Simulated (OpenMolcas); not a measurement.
## Tc4+: ligand-field states by method

Tc4+ with 6 ligands (chloride) in octahedral coordination (Oh) at 2.41 Å. A charge of +0.333 e stands 3.2 Å behind each ligand. Ligand basis ANO-RCC-VDZP.
```
Tc    0.0000    0.0000    0.0000
Cl    2.4100    0.0000    0.0000
Cl    0.0000    2.4100    0.0000
Cl   -2.4100    0.0000    0.0000
Cl    0.0000   -2.4100    0.0000
Cl    0.0000    0.0000    2.4100
Cl    0.0000    0.0000   -2.4100
```

```yaml
Program: OpenMolcas 26.06
Basis: ANO-RCC-VDZP [6s5p3d1f]
Scalar_Hamiltonian: DKH2, point nucleus
Active_space: 3 electrons in 5 orbitals (4d)
State_averaging: 2S+1 = 4 even, 10 roots; 2S+1 = 2 even, 40 roots
Spin-orbit_coupling: state interaction with AMFI integrals over the reference wave functions
```

I. CASSCF
II. SS-CASPT2, IPEA 0.25 Eh, imaginary shift 0.1 Eh (closed shells correlated: 4s 4p and the ligand valence shells)
III. SS-CASPT2, IPEA 0.25 Eh, real shift 0.3 Eh (closed shells correlated: 4s 4p and the ligand valence shells)

Spin-free states (labels of O, the rotations of Oh) in cm-1, each column counted from its own energy of the first state listed:

```csv
State,Degeneracy,I,II,III
4A2,1,0,0,0
2E,2,14104,9780,9890
2T1,3,14767,9880,10060
2T2,3,21847,16260,16460
4T2,3,22570,26270,26250
4T1,3,29306,31200,31290
2A1,1,33416,32170,32310
2S+1 = 2,3,33992,33040,33200
2S+1 = 2,3,35472,34400,34550
2E,2,37271,35230,35420
```

From I to II, I's first state of the same spin (4T2) moves from 22570 to 26270 cm-1, by about +3700 cm-1.

From I to II, I's first state of another spin (2E) moves from 14104 to 9780 cm-1, by about -4300 cm-1.

χT at 300 K: I 1.77, II 1.78, III 1.78 cm3 K/mol.

Roots that are degenerate in the reference are averaged as groups; the widest CASPT2 spread within a group is 970 cm-1 (the 3-fold group of multiplicity 2 near 70500 cm-1 above the lowest state of its run, II). Shifts and gaps below about the spread of the groups concerned are not significant. Over all roots computed the reference weight is 0.62 to 0.64 in II, 0.69 to 0.70 in III; a low but even weight reflects the number of correlated electrons. The least metal-like active orbital is 68 % on the metal (Löwdin) and no ligand orbital is active, so the numbers are rough. Ligand-to-metal charge-transfer states are missing. With no ligand orbital active B as a rule stays too high, so bands that hang on it stand too high and its fall with covalency is understated. Without dynamic correlation the repulsion within the d shell is too large (B by tens of per cent), so at a given field states of lower spin stand too high (holds for I). With metal d orbitals alone the field can be off either way by tens of per cent (holds for I). With one d shell and no ligand orbital active, 10Dq can be off by a tenth or more (holds for II; III). No measured value stands beside these numbers; the geometry was imposed, not optimised, and the real ion may take another.
